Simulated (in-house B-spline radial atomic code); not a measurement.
Results of a calculation; reference values are marked as such.
# Cu ion on Cu atom: potential, deflection and energy transfer

The pair potential comes from two frozen, spherical free-atom densities (PBE, B-spline radial code, scalar-relativistic past argon): electrostatics plus the change in Thomas-Fermi kinetic and Dirac exchange energy where they overlap, the recipe behind the universal ZBL potential, which averages such potentials (from solid-state densities) over many pairs. It is written V = (Z1 Z2 e²/r) φ(r/a), with e² = 14.3996 eV·Å and a = 0.46850 Å/(Z1^0.23 + Z2^0.23); ZBL's fit is φ = 0.18175 e^(−3.1998x) + 0.50986 e^(−0.94229x) + 0.28022 e^(−0.4029x) + 0.02817 e^(−0.20162x). Where φ falls below 4e-4 it is continued as an exponential.

Masses 63.55 and 63.55 u.

```
x = r/a  φ, this pair    φ, ZBL
    0.1        0.8942    0.8928
   0.25        0.7733    0.7647
    0.5        0.6257    0.6096
      1        0.4338    0.4164
    1.5        0.3151    0.2995
      2        0.2354    0.2218
      3        0.1388    0.1292
      4         0.085   0.08026
      5       0.05435   0.05224
    6.5       0.02984   0.02914
      8       0.01674   0.01705
     10       0.00794  0.008778
     12      0.004017   0.00474
   14.5      0.001881  0.002328
     17     0.0009365  0.001212
```

At x = 3 the electrostatic, kinetic and exchange parts are 1124.94, 4313.14 and -249.6 eV. Find r, V and φ.

a = 0.46850/(2.1695 + 2.1695) = 0.10798 Å, so r = 0.32393 Å. V = 1124.94 + 4313.14 + (-249.6) = 5188.48 eV. The bare repulsion is 29 × 29 × 14.3996/0.32393 = 37385 eV, so φ = 0.1388, +7.4 % against ZBL's 0.1292. The kinetic (Pauli) term is 83 % of V here.

The ion comes in at 2.243 keV with impact parameter 0.5399 Å. The scattering integral gives a centre-of-mass angle of 54.92° and a closest approach of 6.622 a. What are the reduced energy, the energy passed on and the laboratory angles?

ε = E a M2/(Z1 Z2 e² (M1 + M2)) = 2243 × 4.4581e-06 = 0.01. The most that one collision can pass on is γE with γ = 4 M1 M2/(M1 + M2)² = 1.0000. Here T = γE sin²(θ/2) = 1.0000 × 2243 × 0.2126 = 476.9 eV. The ion turns by arctan(sin θ/(cos θ + M1/M2)) = 27.5°, and the struck atom leaves at (180° − θ)/2 = 62.5°. The closest approach is 0.715 Å. With ZBL the angle would be 53.59° and T = 455.9 eV.
